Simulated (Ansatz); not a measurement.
System: CuF2 (charge 0, doublet). The spin state was set by rule; other spins were not relaxed. SMILES: [F][Cu][F]
Structure (B3LYP-D3(BJ)/def2-TZVP (Ansatz, a first-principles code) minimum search):
```
Cu
F 1 1.7336
F 1 1.7336 2 180.00
```
Charge 0, spin multiplicity 2.

Quantity: vertical ionisation energy (to the triplet state of charge +1; each state is the SCF solution reached for its spin; for the triplet T1 is 0.063), in eV. Correlated levels leave the core frozen unless marked. Open shells are spin-unrestricted. Spin-orbit coupling is left out. Frozen are the shells of the preceding noble gas and the d and f shells that filled before the atom's block. No relativistic terms. 

```csv
level,program,vertical ionisation energy (eV)
SVWN5/def2-TZVPD,Ansatz,12.40
B3LYP/def2-TZVPD,Ansatz,12.81
PBE0/def2-TZVPD,Ansatz,12.80
BHLYP/def2-TZVPD,Ansatz,13.42
CAM-B3LYP/def2-TZVPD,Ansatz,13.22
wB97X-V/def2-TZVPD,Ansatz,13.13
CCSD/def2-SVPD,Ansatz,13.57
CCSD/def2-TZVPPD,Ansatz,13.53
CCSD(T)/def2-TZVPPD,Ansatz,13.46
```
